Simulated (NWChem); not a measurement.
System: SiH₄Se; SMILES [SiH3][SeH]

Here is an NWChem input.

```
start job
memory heap 200 mb stack 900 mb global 1100 mb
geometry units angstroms noautoz
  Si     0.000178     1.468116     0.001336
  Se     0.061788    -0.816706     0.004561
  H     -0.699700     2.004361     1.206254
  H      1.431215     1.886259     0.019522
  H     -0.667778     2.003063    -1.222168
  H     -1.404980    -0.941722    -0.007237
end
basis spherical
  * library def2-svp
end
dft
  xc xcamb88 1.00 lyp 1.0 hfexch 1.00
  cam 0.33 cam_alpha 0.0 cam_beta 1.0
  iterations 150
  mulliken
end
task dft energy
```

Parts of the log:

```
             Northwest Computational Chemistry Package (NWChem) 7.3.0
             --------------------------------------------------------

 C1  symmetry detected

                             Geometry "geometry" -> ""
                             -------------------------

 Output coordinates in angstroms (scale by  1.889725989 to convert to a.u.)

  No.       Tag          Charge          X              Y              Z
 ---- ---------------- ---------- -------------- -------------- --------------
    1 Si                  14.0000     0.01254591     1.51164255    -0.00000225
    2 Se                  34.0000     0.03330606    -0.77391794    -0.00001448
    3 H                    1.0000    -0.66810577     2.05869120     1.21105777
    4 H                    1.0000     1.45093133     1.90411455     0.00736866
    5 H                    1.0000    -0.65536362     2.06008843    -1.21754055
    6 H                    1.0000    -1.43551065    -0.87267994    -0.00036221

 Effective nuclear repulsion energy (a.u.)     158.4069256076

                                 NWChem DFT Module
                                 -----------------

 Summary of "ao basis" -> "ao basis" (spherical)
 ------------------------------------------------------------------------------
       Tag                 Description            Shells   Functions and Types
 ---------------- ------------------------------  ------  ---------------------
 Si                         def2-svp                 8       18   4s3p1d
 Se                         def2-svp                12       32   5s4p3d
 H                          def2-svp                 3        5   2s1p

            General Information
            -------------------
          SCF calculation type: DFT
          Wavefunction type:  closed shell.
          No. of atoms     :     6
          No. of electrons :    52
           Alpha electrons :    26
            Beta electrons :    26
          Charge           :     0
          Spin multiplicity:     1
          Use of symmetry is: off; symmetry adaption is: off
          Maximum number of iterations: 150
          AO basis - number of functions:    70
                     number of shells:    32
          Convergence on energy requested:  1.00D-06
          Convergence on density requested:  1.00D-05
          Convergence on gradient requested:  5.00D-04

              XC Information
              --------------
                     Hartree-Fock (Exact) Exchange  1.000
                   CAM-Becke88 Exchange Functional  1.000
              Lee-Yang-Parr Correlation Functional  1.000

           Range-Separation Parameters
           ---------------------------
           Alpha           :  0.00
           Beta            :  1.00
           Gamma           :  0.33
           Short-Range HF  :     F

             Grid Information
             ----------------
          Grid used for XC integration:  medium
          Radial quadrature: Mura-Knowles
          Angular quadrature: Lebedev.
          Tag              B.-S. Rad. Rad. Pts. Rad. Cut. Ang. Pts.
          ---              ---------- --------- --------- ---------
          Si                  1.10       88           9.0       590
          Se                  1.15      112          10.0       590
          H                   0.35       45          11.0       434
          Grid pruning is: on
          Number of quadrature shells:   380
          Spatial weights used:  Erf1

      Superposition of Atomic Density Guess
      -------------------------------------

 Sum of atomic energies:       -2690.24744561

      Non-variational initial energy
      ------------------------------

 Total energy =   -2690.752645
 1-e energy   =   -4061.272442
 2-e energy   =    1212.112872
 HOMO         =      -0.285333
 LUMO         =       0.063132

     ---------------------------------------------
      Total Density - Mulliken Population Analysis
     ---------------------------------------------

    Atom       Charge   Shell Charges
 -----------   ------   -------------------------------------------------------
    1 Si  14    13.52   2.00  1.99  0.99  0.27  5.94  1.07  1.12  0.13
    2 Se  34    34.44   2.00  2.00  2.00  1.32  0.54  6.00  5.98  1.98  2.59  8.20  1.76  0.08
    3 H    1     1.07   0.70  0.37  0.01
    4 H    1     1.07   0.70  0.36  0.01
    5 H    1     1.07   0.70  0.37  0.01
    6 H    1     0.82   0.57  0.23  0.02

   convergence    iter        energy       DeltaE   RMS-Dens  Diis-err
 ---------------- ----- ----------------- --------- --------- ---------
 d= 0,ls=0.0,diis     1  -2692.4751409529 -2.85D+03  6.45D-03  3.73D-01
 d= 0,ls=0.0,diis     2  -2692.5031946774 -2.81D-02  2.80D-03  9.65D-02
 d= 0,ls=0.0,diis     3  -2692.5087553326 -5.56D-03  6.98D-04  6.57D-03
 d= 0,ls=0.0,diis     4  -2692.5091289892 -3.74D-04  1.80D-04  1.87D-04
 d= 0,ls=0.0,diis     5  -2692.5091517343 -2.27D-05  7.42D-05  8.52D-06
  Resetting Diis
 d= 0,ls=0.0,diis     6  -2692.5091541367 -2.40D-06  1.96D-05  5.18D-07
 d= 0,ls=0.0,diis     7  -2692.5091542958 -1.59D-07  4.97D-06  3.26D-08

         Total DFT energy =    -2692.509154295794
      One electron energy =    -4061.993414150661
           Coulomb energy =     1319.998456920666
    Exchange-Corr. energy =     -108.921122673443
 Nuclear repulsion energy =      158.406925607644

 Numeric. integr. density =       51.999989940273

                       DFT Final Molecular Orbital Analysis
                       ------------------------------------

[...]
```

Level: LC-BLYP (range parameter 0.33 per bohr)/def2-SVP. Structure relaxed at the PBE0/def2-SVP level.
